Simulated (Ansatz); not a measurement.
Born–Oppenheimer molecular dynamics of C4H10AlB (16 atoms, charge 0, multiplicity 1). It goes on from the last frame of an earlier run, with new velocities.

Method: UKS B3LYP-D4/STO-3G (Ansatz 0.2.0).

```yaml
ensemble: NVT, Langevin thermostat
time_step: 0.5 fs
steps_asked: 100
set_temperature: 300 K
friction: 0.05 /fs
seed: 493160
```

Frames 2.5 fs apart, positions in Å, forces in eV/Å.

Velocities at 15.0 fs (Å/ps):

```
B -8.78 2.06 -10.36
C 0.45 2.52 -7.64
Al 1.06 -4.99 0.70
C -6.40 0.75 1.71
C 7.93 2.32 4.22
C 4.53 -1.46 -3.97
H -11.05 19.29 6.32
H 22.41 -15.28 -0.24
H -10.89 10.93 12.62
H -13.05 9.85 -10.28
H -24.67 8.39 -29.25
H 7.03 -11.62 0.04
H -25.01 -6.73 12.65
H -3.62 -4.72 10.79
H 6.06 -15.86 -10.58
H 2.97 13.87 10.34
```

```xyz
16
Properties=species:S:1:pos:R:3:forces:R:3 time_fs=15.0 energy_less_start_eV=-0.161 T=277
B 1.743 -1.536 -1.441 1.08 0.28 0.27
C 1.098 -0.463 -0.528 -0.63 -0.83 0.05
Al 2.071 0.434 0.871 -0.37 -0.46 -0.93
C -0.223 -0.175 -0.690 1.15 0.50 1.40
C -1.002 0.929 0.026 -1.08 0.38 -0.54
C -2.215 0.361 0.820 -0.13 -0.91 -0.97
H 2.918 -1.408 -1.627 -0.47 -0.15 -0.07
H 1.270 -2.505 -1.932 -0.36 0.44 0.21
H 2.085 -0.089 2.259 -0.03 -0.08 0.35
H 2.812 1.598 0.381 0.54 0.79 0.09
H -0.899 -0.678 -1.349 -0.51 -0.85 -1.30
H -0.459 1.570 0.710 1.10 0.34 0.37
H -1.368 1.578 -0.794 -0.22 0.22 0.25
H -2.760 -0.326 0.122 -0.07 0.58 0.74
H -1.825 -0.244 1.642 -0.06 -0.20 0.35
H -2.880 1.137 1.234 0.05 -0.03 -0.26
16
Properties=species:S:1:pos:R:3:forces:R:3 time_fs=17.5 energy_less_start_eV=-0.099 T=269
B 1.727 -1.530 -1.460 1.21 0.18 0.56
C 1.105 -0.462 -0.544 -2.17 -0.77 -0.03
Al 2.073 0.422 0.871 -0.15 0.27 -1.04
C -0.242 -0.175 -0.687 0.73 -1.02 -0.81
C -0.984 0.932 0.030 -1.32 0.79 0.22
C -2.206 0.360 0.812 0.18 -0.48 0.51
H 2.885 -1.374 -1.618 0.05 -0.15 -0.33
H 1.316 -2.539 -1.916 -0.58 0.44 0.12
H 2.041 -0.047 2.287 0.01 -0.09 0.11
H 2.792 1.636 0.369 0.21 0.11 0.35
H -0.976 -0.675 -1.420 1.47 0.44 0.72
H -0.397 1.562 0.725 0.35 -0.14 -0.25
H -1.417 1.581 -0.757 0.25 0.36 0.12
H -2.759 -0.319 0.147 -0.40 0.29 -0.04
H -1.828 -0.283 1.626 -0.16 0.24 0.17
H -2.861 1.157 1.238 0.32 -0.48 -0.37
16
Properties=species:S:1:pos:R:3:forces:R:3 time_fs=20.0 energy_less_start_eV=0.019 T=175
B 1.717 -1.525 -1.467 1.07 0.06 0.63
C 1.108 -0.464 -0.559 -3.15 -0.51 0.26
Al 2.076 0.409 0.872 -0.40 0.42 -0.77
C -0.261 -0.182 -0.686 2.09 -0.50 -0.61
C -0.975 0.942 0.027 -0.58 1.09 1.06
C -2.191 0.358 0.809 0.99 -0.63 1.27
H 2.855 -1.332 -1.627 0.50 -0.19 -0.54
H 1.327 -2.555 -1.881 -0.60 0.35 0.01
H 1.984 -0.017 2.316 0.09 -0.07 -0.25
H 2.764 1.654 0.388 0.25 -0.02 0.34
H -0.975 -0.651 -1.419 0.93 -0.01 0.22
H -0.301 1.558 0.728 -0.90 -0.80 -1.05
H -1.460 1.607 -0.721 0.66 0.29 0.06
H -2.786 -0.289 0.191 -0.65 -0.34 -1.04
H -1.842 -0.316 1.617 -0.04 0.51 0.10
H -2.827 1.140 1.214 -0.24 0.38 0.31
16
Properties=species:S:1:pos:R:3:forces:R:3 time_fs=22.5 energy_less_start_eV=0.075 T=209
B 1.712 -1.515 -1.466 1.47 -0.70 0.08
C 1.097 -0.474 -0.573 -3.05 0.01 0.96
Al 2.075 0.401 0.867 -0.44 0.72 -0.47
C -0.274 -0.195 -0.685 3.57 1.13 0.79
C -0.971 0.958 0.028 -0.64 0.26 0.13
C -2.172 0.354 0.812 -0.73 -1.03 0.34
H 2.858 -1.303 -1.655 0.01 -0.27 -0.49
H 1.318 -2.572 -1.850 -0.35 0.71 0.13
H 1.943 0.004 2.344 0.17 0.00 -0.78
H 2.761 1.682 0.399 0.05 -0.49 0.43
H -0.923 -0.624 -1.404 -0.88 -1.13 -1.50
H -0.241 1.517 0.691 -0.95 -0.32 -0.49
H -1.477 1.656 -0.697 1.03 -0.17 0.27
H -2.849 -0.284 0.179 0.84 0.64 0.05
H -1.832 -0.312 1.623 0.03 0.26 0.12
H -2.809 1.140 1.216 -0.12 0.36 0.43
16
Properties=species:S:1:pos:R:3:forces:R:3 time_fs=25.0 energy_less_start_eV=0.040 T=245
B 1.705 -1.509 -1.462 2.28 -0.51 -0.47
C 1.075 -0.484 -0.578 -1.72 0.37 1.53
Al 2.079 0.394 0.854 -0.54 0.66 -0.14
C -0.271 -0.194 -0.679 1.15 0.38 -1.26
C -0.969 0.973 0.035 -1.18 -1.20 -0.89
C -2.158 0.347 0.814 -2.41 0.37 -0.69
H 2.875 -1.273 -1.716 -1.05 -0.47 -0.13
H 1.284 -2.554 -1.828 -0.23 0.43 0.06
H 1.944 -0.011 2.339 0.19 0.02 -0.97
H 2.757 1.700 0.444 0.02 -0.56 0.28
H -0.921 -0.657 -1.454 0.26 -0.03 0.18
H -0.232 1.466 0.650 0.27 0.72 0.95
H -1.441 1.712 -0.656 0.71 -0.23 -0.07
H -2.874 -0.259 0.123 1.73 0.91 1.16
H -1.828 -0.257 1.646 0.27 -0.74 0.46
H -2.803 1.148 1.234 0.26 -0.13 -0.01
16
Properties=species:S:1:pos:R:3:forces:R:3 time_fs=27.5 energy_less_start_eV=-0.079 T=346
B 1.703 -1.508 -1.449 2.07 -0.19 -0.87
C 1.046 -0.497 -0.574 0.65 0.48 1.94
Al 2.077 0.392 0.844 -0.96 -0.13 -0.34
C -0.258 -0.188 -0.686 -1.42 0.18 -2.24
C -0.964 0.985 0.041 0.24 -2.01 0.49
C -2.152 0.346 0.816 -0.53 1.72 1.11
H 2.860 -1.271 -1.787 -1.25 -0.45 0.23
H 1.232 -2.520 -1.796 -0.16 -0.12 -0.07
H 1.979 -0.035 2.292 0.08 -0.17 -0.35
H 2.765 1.660 0.508 0.40 0.28 -0.13
H -0.913 -0.692 -1.491 0.81 0.79 1.17
H -0.213 1.466 0.681 -0.12 0.24 0.58
H -1.370 1.744 -0.607 -0.16 0.64 -1.06
H -2.822 -0.182 0.135 0.19 -0.72 -0.12
H -1.804 -0.239 1.676 -0.03 -0.62 -0.31
H -2.789 1.138 1.254 0.19 0.09 -0.03
16
Properties=species:S:1:pos:R:3:forces:R:3 time_fs=30.0 energy_less_start_eV=-0.076 T=311
B 1.718 -1.506 -1.435 -0.60 -1.13 -0.83
C 1.022 -0.508 -0.562 3.01 0.48 2.02
Al 2.073 0.392 0.841 -1.10 -0.12 -1.16
C -0.247 -0.182 -0.704 -1.92 1.17 -0.89
C -0.961 0.992 0.035 1.36 -0.67 1.50
C -2.148 0.356 0.824 1.06 1.50 1.99
H 2.794 -1.305 -1.850 0.23 -0.04 0.03
H 1.160 -2.509 -1.763 0.44 0.31 0.11
H 1.985 -0.080 2.226 0.02 -0.47 0.72
H 2.794 1.645 0.564 0.46 0.46 -0.27
H -0.855 -0.702 -1.463 -0.39 0.26 -0.07
H -0.205 1.476 0.753 -0.98 -0.65 -0.71
H -1.294 1.809 -0.614 -0.25 -0.02 -0.55
H -2.775 -0.154 0.134 -0.83 -1.36 -0.71
H -1.766 -0.248 1.690 -0.36 -0.15 -1.16
H -2.766 1.126 1.299 -0.16 0.43 -0.04
16
Properties=species:S:1:pos:R:3:forces:R:3 time_fs=32.5 energy_less_start_eV=-0.069 T=296
B 1.733 -1.505 -1.430 -2.06 -0.95 -0.34
C 1.018 -0.506 -0.537 3.41 0.23 1.28
Al 2.064 0.389 0.843 -0.51 0.52 -0.63
C -0.242 -0.168 -0.730 -0.63 1.71 0.99
C -0.954 0.989 0.027 0.94 0.60 0.91
C -2.134 0.376 0.839 -0.68 0.03 -0.95
H 2.764 -1.334 -1.899 1.02 0.20 -0.12
H 1.126 -2.480 -1.744 0.52 0.13 0.07
H 1.997 -0.142 2.226 0.06 -0.26 0.34
H 2.829 1.666 0.580 -0.03 -0.29 -0.10
H -0.824 -0.703 -1.431 -1.49 -0.60 -1.51
H -0.250 1.443 0.794 -0.25 -0.42 -0.81
H -1.218 1.855 -0.651 -0.28 -0.97 0.41
H -2.752 -0.189 0.089 0.23 0.07 1.12
H -1.738 -0.257 1.655 -0.13 -0.28 -0.50
H -2.764 1.133 1.325 -0.10 0.28 -0.15
16
Properties=species:S:1:pos:R:3:forces:R:3 time_fs=35.0 energy_less_start_eV=-0.122 T=279
B 1.732 -1.505 -1.429 -0.64 0.38 -0.26
C 1.026 -0.502 -0.503 1.86 0.05 -0.15
Al 2.057 0.386 0.841 -0.02 0.65 0.64
C -0.242 -0.145 -0.754 -0.36 -0.06 0.57
C -0.949 0.987 0.022 0.03 0.07 -0.11
C -2.126 0.398 0.845 -1.02 -0.44 -1.81
H 2.794 -1.339 -1.933 -0.19 0.00 0.46
H 1.111 -2.435 -1.726 0.04 -0.74 -0.31
H 2.000 -0.217 2.243 0.15 0.21 -0.52
H 2.826 1.687 0.577 -0.27 -0.66 0.02
H -0.877 -0.709 -1.456 -0.10 0.33 -0.31
H -0.305 1.399 0.790 1.24 0.42 0.33
H -1.158 1.841 -0.665 -0.69 -0.44 0.30
H -2.726 -0.196 0.110 -0.08 0.28 0.86
H -1.720 -0.289 1.595 -0.04 -0.03 0.21
H -2.765 1.162 1.312 0.10 0.00 0.05
16
Properties=species:S:1:pos:R:3:forces:R:3 time_fs=37.5 energy_less_start_eV=0.047 T=272
B 1.721 -1.512 -1.426 0.28 1.52 0.25
C 1.040 -0.506 -0.472 -0.43 0.00 -1.64
Al 2.053 0.382 0.837 0.20 0.45 1.11
C -0.247 -0.132 -0.781 0.22 -1.53 0.56
C -0.945 0.984 0.031 0.66 0.07 -0.30
C -2.121 0.420 0.845 0.32 -1.10 -0.62
H 2.806 -1.340 -1.905 -0.52 -0.18 0.49
H 1.088 -2.397 -1.722 -0.50 -1.53 -0.71
H 2.017 -0.279 2.214 0.18 0.35 -0.45
H 2.827 1.659 0.563 -0.15 -0.38 0.03
H -0.937 -0.711 -1.500 1.18 1.08 0.75
H -0.265 1.368 0.790 0.92 0.39 0.17
H -1.122 1.821 -0.661 -0.90 0.25 0.12
H -2.684 -0.203 0.171 -1.12 -0.32 -0.56
H -1.694 -0.312 1.557 -0.23 0.62 0.38
H -2.768 1.164 1.303 -0.12 0.32 0.41
16
Properties=species:S:1:pos:R:3:forces:R:3 time_fs=40.0 energy_less_start_eV=0.056 T=270
B 1.712 -1.521 -1.423 -0.64 0.25 0.21
C 1.053 -0.515 -0.459 -2.27 0.19 -2.51
Al 2.050 0.376 0.839 -0.05 -0.10 0.96
C -0.253 -0.127 -0.802 2.25 -0.83 2.38
C -0.943 0.988 0.048 2.35 0.38 0.04
C -2.113 0.436 0.848 -0.62 -1.57 -0.74
H 2.807 -1.373 -1.838 -0.09 -0.14 0.15
H 1.058 -2.431 -1.759 0.24 -0.27 -0.32
H 2.012 -0.329 2.166 0.21 0.26 0.10
H 2.820 1.605 0.545 0.28 0.37 -0.05
H -0.924 -0.672 -1.487 0.25 0.16 -0.34
H -0.166 1.352 0.803 -0.74 -0.09 -0.90
H -1.141 1.824 -0.628 -0.69 0.58 0.00
H -2.697 -0.228 0.191 -0.54 0.50 -0.19
H -1.668 -0.304 1.522 -0.19 0.39 0.98
H -2.771 1.179 1.322 0.23 -0.06 0.23
16
Properties=species:S:1:pos:R:3:forces:R:3 time_fs=42.5 energy_less_start_eV=0.188 T=320
B 1.701 -1.533 -1.429 -0.88 -1.27 -0.14
C 1.058 -0.527 -0.462 -2.55 0.37 -2.61
Al 2.046 0.371 0.843 -0.18 -0.16 -0.03
C -0.244 -0.127 -0.809 3.10 0.45 3.65
C -0.933 0.987 0.064 2.13 1.16 -1.35
C -2.106 0.442 0.854 -1.43 -1.47 -1.54
H 2.835 -1.431 -1.755 -0.23 -0.08 0.01
H 1.046 -2.496 -1.828 0.92 1.19 0.26
H 1.996 -0.378 2.092 0.23 -0.16 1.14
H 2.830 1.573 0.548 0.44 0.67 -0.06
H -0.888 -0.636 -1.475 -1.01 -0.87 -1.65
H -0.105 1.319 0.785 -1.18 0.14 -0.73
H -1.215 1.855 -0.593 0.15 -0.37 0.56
H -2.740 -0.220 0.188 0.40 0.97 0.56
H -1.641 -0.244 1.527 -0.03 -0.73 1.65
H -2.748 1.188 1.331 0.12 0.15 0.28
```

Of the whole run (50 fs, mean temperature of the second half 310 K): A run of 0.05 ps of so small a system gives no equilibrium averages. Limits of this set-up: minimal basis.

Time of the run: 7.8 min on 1 thread of Arm Neoverse V2 (shared host), peak memory 0.16 GiB.
